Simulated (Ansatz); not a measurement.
Species: H8BNSi2, SMILES `NB([SiH3])[SiH3]` (charge 0, multiplicity 1).

Give a relaxed geometry from B3LYP-D3(BJ)/def2-TZVP (Ansatz, a quantum-chemistry and plane-wave program).

the end point of this relaxation (outside a Z-matrix the atoms follow the SMILES, hydrogens last).
Bonds (Å): N1–B2 1.390, N1–H5 1.010, N1–H6 1.010, B2–Si3 2.020, B2–Si4 2.020, Si3–H7 1.486, Si3–H8 1.486, Si3–H9 1.491, Si4–H10 1.486, Si4–H11 1.486, Si4–H12 1.491. Bond angles (°): B2–N1–H5 123.6, B2–N1–H6 123.6, H5–N1–H6 112.8, N1–B2–Si3 118.8, N1–B2–Si4 118.8, Si3–B2–Si4 122.3, B2–Si3–H7 111.2, B2–Si3–H8 111.2, B2–Si3–H9 111.7, H7–Si3–H8 107.1, H7–Si3–H9 107.7, H8–Si3–H9 107.7, B2–Si4–H10 111.2, B2–Si4–H11 111.2, B2–Si4–H12 111.7, H10–Si4–H11 107.1, H10–Si4–H12 107.7, H11–Si4–H12 107.7.
